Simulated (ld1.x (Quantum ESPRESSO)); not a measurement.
PBE ultrasoft dataset for Cu (Z = 29), non-relativistic all-electron reference.

| Item | Value |
| --- | --- |
| Element | Cu (Z = 29) |
| Generator | ld1.x (Quantum ESPRESSO) 7.5 |
| Type | ultrasoft |
| Functional | PBE |
| Relativity | non-relativistic |
| Frozen core | [Ar] |
| Valence charge | 11 |
| Reference configuration | 3d10 4s0.5 4p0 (charge +0.5) |
| Partial waves | 4s (bound): rcut 1.90, rcutus 2.50 bohr; 4s channel at 3.45 Ry: rcut 1.90, rcutus 2.50 bohr; 4p (bound, empty): rcut 2.20, rcutus 3.36 bohr; 4p channel at 0.15 Ry: rcut 2.20, rcutus 3.36 bohr; 3d (bound): rcut 0.90, rcutus 1.20 bohr; 3d channel at 2.2 Ry: rcut 0.90, rcutus 1.20 bohr |
| Local potential | all-electron potential smoothed inside 2.50 bohr (lloc = -2) |
| Core correction | none |
| Augmentation charge | built from norm-conserving waves at rcut, not smoothed further |

All-electron outer shells of the reference configuration (PBE, non-relativistic, ld1.x):

```
shell  level (eV)  outermost node (bohr)  outermost maximum (bohr)
   3p      -75.16                   0.26                      0.63
   3d       -9.26                      –                      0.60
   4s       -7.86                   0.90                      2.24
   4p       -3.39                   0.98                      3.14
```

Question: Does the generator finish with these settings?

Answer: Yes, a potential is produced and its reference levels are reproduced.

Question: Is the overlap operator S = 1 + Σ q|β⟩⟨β| positive definite (Bessel basis up to 400 Ry)?

Answer: Yes: its lowest eigenvalue is 0.60 (s channel).

Test run stopped at test 1 of 7 (negative rho).

A Bessel basis up to 400 Ry misses an occupied level by 0.07 Ry, so cutoffs and ghosts were not judged.
